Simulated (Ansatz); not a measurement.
```xyz
11

C     1.256   -0.773   -1.677
C     0.716   -0.571   -0.474
C    -0.353    0.386   -0.197
Si   -1.018    0.577    1.565
S    -1.061    1.349   -1.305
H     0.908   -0.213   -2.538
H     2.048   -1.498   -1.822
H     1.079   -1.143    0.376
H    -0.317   -0.354    2.496
H    -2.468    0.268    1.565
H    -0.792    1.973    2.011
```

Total charge 0; spin multiplicity 1.

(1) List the ωB97M-V/def2-TZVPP orbital energies in eV (the Gaussian-basis code of Ansatz). (Best estimate.)

Results:

(1) The calculation gave: Occupied: -2426.62, -1807.08, -283.26, -282.20, -282.16, -220.57, -163.68, -163.65, -163.47, -148.17, -102.29, -102.28, -102.27, -26.08, -23.84, -20.68, -18.33, -17.15, -15.69, -14.69, -13.05, -13.04, -12.13, -12.05, -11.80, -9.70, -8.61. Lowest empty: -1.08, 2.14, 2.84, 3.05, 3.16, 3.28, 3.72, 4.10.
